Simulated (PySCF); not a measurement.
# Electron correlation in Pt²⁺ (platinum, charge +2)

[Xe] 4f14 5d7 6s1, high-spin 5F determinant (an excited configuration). All numbers are calculated (PySCF 2.14, scalar relativity through the core potential, in aug-cc-pwCVDZ-PP with ECP60MDF (6s6p5d3f, 70 functions)). Frozen: 5s2 5p6; 8 electrons correlated.

```json
{"level": "CCSD", "correlation energy (mhartree)": "-167.52"}
{"level": "(T)", "correlation energy (mhartree)": "-2.49"}
{"level": "CCSD(T)", "correlation energy (mhartree)": "-170.01"}
```

Diagnostics: T1 = 0.0047, D1 = 0.0153, largest double amplitude 0.022.

Spin-orbit coupling, absent here, splits the open shell strongly.

Cost of the coupled-cluster step: roughly 12 core-seconds, for 8 correlated electrons.
